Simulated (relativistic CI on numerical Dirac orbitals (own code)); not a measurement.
**Au5+: O2,3 absorption edge**

Computed with this model: Dirac-Coulomb-Breit CI, orbitals from a KLI potential per configuration, model QED (radiative potential, 1s self-energy scaled to tabulated hydrogen-like ionisation energies), multiplet model of core-to-valence dipole absorption, unscaled Slater integrals; configurations [Xe] 4f14 5d6 → [Kr] 4d10 4f14 5s2 5p5 5d7; 80 K; Lorentzian 0.6 eV and Gaussian 0.3 eV FWHM. Energies are those of the free ion, without screening or charge transfer. The branching ratio is the share of the lower-energy edge in the whole absorption, uncertain by about 0.02 where the edges overlap. S is read from ⟨S²⟩ = S(S + 1).

Field parameters in Wybourne normalisation: D3d B²₀ = −7Dσ, B⁴₀ = −14Dq − 21Dτ, B⁴₃ = −14√(10/7) Dq; Oh B⁴₀ = 21Dq, B⁴₄ = √(5/14) B⁴₀; Td as Oh with Dq negative (B⁴₀ = 21Dq, B⁴₄ = √(5/14) B⁴₀). The field is a parameter set, without covalency.

free ion: ground-state S = 1.84, centroid 61.43 eV. Peaks (eV, height): 55.0 (33), 55.6 (45), 58.6 (65), 60.4 (100), 62.7 (22), 64.1 (24), 64.7 (22), 66.8 (44), 68.2 (7), 78.7 (6).

D3d, 10Dq = 33950, Dσ = 510, Dτ = 390 cm⁻¹: ground-state S = 0.35, centroid 67.82 eV. Peaks (eV, height): 56.0 (8), 59.2 (20), 61.3 (65), 62.3 (100), 63.2 (57), 64.8 (29), 66.6 (36), 68.8 (13), 70.1 (9), 70.6 (9), 71.6 (9), 72.6 (10), 78.9 (46), 82.5 (32), 83.7 (12), 85.7 (8).

Oh, 10Dq = 42200 cm⁻¹: ground-state S = 0.26, centroid 68.82 eV. Peaks (eV, height): 56.7 (8), 60.4 (27), 62.2 (100), 63.4 (96), 65.1 (34), 66.6 (17), 67.4 (21), 68.3 (16), 69.5 (8), 70.4 (12), 72.1 (7), 74.3 (7), 78.2 (10), 79.6 (58), 83.8 (31), 85.2 (12).

Td, 10Dq = -9250 cm⁻¹: ground-state S = 1.84, centroid 61.82 eV. Peaks (eV, height): 55.0 (41), 56.3 (48), 59.2 (100), 60.7 (85), 61.5 (66), 63.2 (27), 64.4 (30), 65.0 (30), 67.3 (44), 68.6 (10), 78.5 (11).

Oh, 10Dq = 32250 cm⁻¹: ground-state S = 0.40, centroid 67.29 eV. Peaks (eV, height): 55.7 (9), 56.9 (6), 58.7 (21), 60.7 (59), 61.8 (100), 62.6 (86), 63.7 (44), 65.8 (56), 68.1 (15), 69.1 (10), 69.8 (12), 70.8 (12), 71.8 (13), 74.3 (6), 78.5 (42), 82.0 (35), 82.9 (14), 85.0 (13).

Strongest unbroadened transitions for Oh, 10Dq = 32250 cm⁻¹:

| Energy (eV) | Relative strength |
| --- | --- |
| 57.78 | 9.7 |
| 58.66 | 19.6 |
| 60.70 | 61.2 |
| 61.79 | 100.0 |
| 62.55 | 60.3 |
| 62.91 | 42.8 |
| 63.21 | 12.1 |
| 63.79 | 22.8 |
| 64.25 | 24.9 |
| 65.74 | 9.7 |
| 65.79 | 47.6 |
| 66.06 | 10.3 |
| 68.06 | 13.7 |
| 71.71 | 9.9 |
| 78.50 | 49.3 |
| 79.07 | 10.8 |
| 81.96 | 43.3 |
| 85.01 | 10.5 |
